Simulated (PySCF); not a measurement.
Computed IR spectrum (relative IR intensity) of a molecule C₅H₉N. Coordinates come from a B3LYP-D3(BJ)/def2-SVP optimisation. One conformer was computed; it need not be the lowest. Method: B3LYP-D3(BJ)/def2-SVP (PySCF). Harmonic, unscaled wavenumbers; measured fundamentals usually lie a few per cent lower.

```
ν (cm⁻¹)  relative intensity
--------  ------------------
499                      2.6
611                      5.9
714                      2.0
820                      5.9
870                       30
932                      3.4
964                      5.5
1000                      18
1062                     6.7
1200                      12
1257                      18
1382                     9.2
1388                      20
1438                     3.0
1452                     9.6
1464                     9.6
1676                      34
1768                     100
3022                     5.4
3031                      12
3088                     3.7
3096                      11
3128                      11
3155                     5.9
3247                     5.5
```

Pick the molecule that these values belong to.
A. C/C=C/C=N/C
B. C=C=CN(C)C
C. C=CN=C(C)C
D. C=C/C(C)=N/C

C, C=CN=C(C)C
